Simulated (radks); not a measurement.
The antimony ion Sb5+, configuration [Kr] 4d10. Calculated with a radial shooting solver on a logarithmic mesh with Libxc functionals: Dirac Kohn-Sham, BLYP, spin-unpolarised, spherical densities, finite nucleus; Fermi nuclear charge, rms radius 4.6802 fm.

Spin-orbit splittings of the eigenvalues, e(l+1/2) - e(l-1/2), with zeta = 2 splitting/(2l+1) and mean radii in bohr:

shell  occ.  splitting (eV)  zeta (eV)  <r> j=l-1/2  <r> j=l+1/2
2p        6           252.0      168.0       0.1032       0.1087
3p        6           46.49      30.99       0.3208       0.3322
3d       10           9.664      3.866       0.3033       0.3069
4p        6           8.679      5.786       0.8292       0.8577
4d       10           1.295     0.5181       0.9970        1.008
